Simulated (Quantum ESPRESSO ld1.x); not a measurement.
Task: Species: Os4+. Configuration: [Xe] 4f14 5d4. All-electron calculation, Dirac Kohn-Sham, LDA (Slater exchange, Perdew-Zunger correlation), spin-unpolarised, spherical densities, point nucleus; open shells are shared between the two j in proportion to 2j + 1. Program: ld1.x of Quantum ESPRESSO 7.5. Some entries of the table are withheld. Estimate them.

orbital  occ.  eigenvalue (Ry)  <1/r> (bohr^-1)  <r^2> (bohr^2)
1s1/2       2         -5420.95            90.45             (1)
2s1/2       2         -946.338            22.09        0.006590
2p1/2       2         -906.374            22.05        0.004687
2p3/2       4         -793.938            18.31        0.005883
3s1/2       2         -222.783            8.107         0.04296
3p1/2       2              (2)            8.024         0.03930
3p3/2       4              (3)            7.051         0.04583
3d3/2       4         -150.334            6.950         0.03535
3d5/2       6         -145.020            6.723         0.03713
4s1/2       2         -49.6407            3.420          0.2109
4p1/2       2         -42.1368            3.310          0.2164
4p3/2       4         -36.3603            2.970          0.2510
4d3/2       4         -24.0330            2.761          0.2699
4d5/2       6         -22.9629            2.681          0.2826
5s1/2       2         -10.0798            1.361           1.120
5p1/2       2         -7.73293            1.238           1.327
4f5/2       6         -7.33702            2.261          0.3734
4f7/2       8         -7.12998            2.229          0.3846
5p3/2       4         -6.79430            1.121           1.562
5d3/2     1.6         -3.62279           0.8516           2.635
5d5/2     2.4         -3.51861           0.8279           2.768

Result: 
(1) 1s1/2 <r^2> (bohr^2): 0.0004338
(2) 3p1/2 eigenvalue (Ry): -204.888
(3) 3p3/2 eigenvalue (Ry): -180.374
